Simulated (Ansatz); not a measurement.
Reaction (redistribution): `[OH][Ti]([OH])([Cl])[Cl]` + `C[BH][AlH2]` → `[CH3][Ti]([OH])([Cl])[Cl]` + `O[BH][AlH2]`

Computed with Ansatz on PBE0-D4/def2-TZVP structures; ΔE is electronic, products minus reactants. CBS: MP2 limit from def2 TZ/QZ plus the TZ coupled-cluster correction, frozen cores. Functionals use def2-TZVPP. For Ti outer-core shells are correlated without core-valence functions, which leaves a few kJ/mol of doubt a bond. Scalar relativity is left out up to krypton. One conformer a species, not always the lowest.

(1) Is it downhill or uphill in electronic energy at CCSD(T)/CBS, and by how much? (An estimate is asked.)

(2) What do these levels give: LDA (SPW92), PBE-D4, revPBE, r2SCAN, r2SCAN0, HF/CBS(def2)? (Best estimate.)

Largest T1 diagnostic among the species: 0.024, so the coupled-cluster value is less sure than usual.

## Answers

(1) Ansatz gave: Uphill: ΔE = +9.4 kJ/mol.

(2) The calculation gave: LDA (SPW92) 22.3, PBE-D4 22.4, revPBE 23.2, r2SCAN 24.1, r2SCAN0 18.2, HF/CBS(def2) 12.3 kJ/mol.

Leaving LDA and LC-ωPBE aside and taking each functional with its dispersion term where it has one, the values, not all of them listed here, spread over 12.5 kJ/mol, from BHLYP-D4 to revPBE-D4. From r2SCAN to r2SCAN0 (25 % exact exchange), in def2-TZVPP and without D4, ΔE moves by −5.9 kJ/mol. At CCSD(T), def2-SVP lies +4.0 kJ/mol from the extrapolated value and def2-TZVPP +3.4 kJ/mol.
